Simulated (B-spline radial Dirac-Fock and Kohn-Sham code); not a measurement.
**Core-level shifts of tellurium with charge state**

Method: Dirac-Fock ΔSCF + Breit + QED. Computed with an atomic code on a B-spline grid. Each ion is free and in its tabulated ground configuration. Correlation energy is missing from these numbers.

Reference: Te⁴⁷⁺, [He] 2s2 2p1, with K (1s) 36269.3 eV. Shifts from it, in eV (a dash: the subshell is empty, belongs to an open shell averaged over j, or its hole state is left out as unreliable):

| ion | configuration | K (1s) |
| --- | --- | --- |
| Te⁴⁸⁺ | [He] 2s2 | +333.4 |
| Te⁴⁹⁺ | [He] 2s1 | – |
| Te⁵⁰⁺ | 1s2 | +924.7 |
| Te⁵¹⁺ | 1s1 | ? |

**Question.** Give the missing shifts for Te⁵¹⁺.

**Answer.** K (1s) +1908.5 (eV).
